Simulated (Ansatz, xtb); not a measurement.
## FH3N3Si: which of two isomers lies lower

Structure I: `[N]=N[Si@H](N)F`, a doublet. Structure II: `N[Si@]1(F)[N]N1`, a doublet. Both are isolated molecules in the gas phase, relaxed with PBE0-D3(BJ)/pcseg-1; each stands in its lowest conformer found.

**Question.** Estimate which is lower in electronic energy at CCSD(T)/def2-SVP, and by roughly how much.

**Answer.** The CCSD(T)/def2-SVP calculation puts structure I lower, by 1.425 eV.

Level by level:

```
              level             geometry  E(II) − E(I) (eV)  departure from the last row (eV)  job, with rough time for the two
           GFN2-xTB             GFN2-xTB              +0.778                            −0.647              optimisation, 0.18 s
          HF/STO-3G             GFN2-xTB              +1.530                            +0.105              single point, 0.38 s
 r2SCAN-D4/def2-SVP             GFN2-xTB              +1.016                            −0.409               single point, 2.5 s
PBE0-D3(BJ)/pcseg-1  PBE0-D3(BJ)/pcseg-1              +1.088                            −0.337                optimisation, 62 s
        HF/def2-SVP  PBE0-D3(BJ)/pcseg-1              +1.544                            +0.119           part of the CCSD(T) run
       MP2/def2-SVP  PBE0-D3(BJ)/pcseg-1              +1.206                            −0.219           part of the CCSD(T) run
   CCSD(T)/def2-SVP  PBE0-D3(BJ)/pcseg-1              +1.425                                                  single point, 20 s
```

As drawn, II has 1 N–Si, 1 N–N, 1 N–H in place of 1 N=N, 1 Si–H. Structure I has no ring, II a 3-membered ring.

None of the levels shown reverses the order. The largest departure from CCSD(T)/def2-SVP is that of GFN2-xTB, 0.647 eV.

With harmonic frequencies from PBE0-D3(BJ)/pcseg-1 (ideal gas, rigid rotor, one conformer each, 600 K, 1 atm): the zero-point term adds +0.070 eV; ΔH is +1.484 and ΔG +1.543 eV.

Open shells are spin-unrestricted, with notable spin contamination under HF/STO-3G, HF/def2-SVP, MP2/def2-SVP, CCSD(T)/def2-SVP. The correlated steps freeze 9 core orbitals. Run with Ansatz 0.2.0, xtb 6.7.1; the last row on 2 threads of Intel(R) Xeon(R) 6975P-C (Granite Rapids) on a shared host.
